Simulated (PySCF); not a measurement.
# Chlorine: highly charged ions in a basis for the neutral atom

Cl(15+) 1s2, Cl(16+) 1s1. Calculation: PySCF 2.14, in cc-pV(D+d)Z; no relativity, point nucleus. No spin-orbit coupling, so a gap to NIST mixes the basis error with missing relativistic terms.

Changed run: basis of the neutral atom used for a highly charged ion. This setting is unsound on purpose.

```csv
species,method,sound run (hartree),changed run (hartree),converged
Cl(15+),UHF,not run,-278.47324,yes
Cl(15+),BP86,not run,-278.51844,yes
Cl(15+),MN15,not run,-278.46369,yes
Cl(16+),UHF,not run,-144.42632,yes
Cl(16+),BP86,not run,-144.40186,yes
Cl(16+),MN15,not run,-144.40082,yes
```

Ionisation energy of Cl(15+):

| method | changed run (eV) | NIST (eV) |
| --- | --- | --- |
| UHF | 3647.6 | 3658.3 |
| BP86 | 3649.5 | 3658.3 |
| MN15 | 3648.0 | 3658.3 |

The contracted functions were made for the neutral atom and can be too rigid for a highly charged ion.
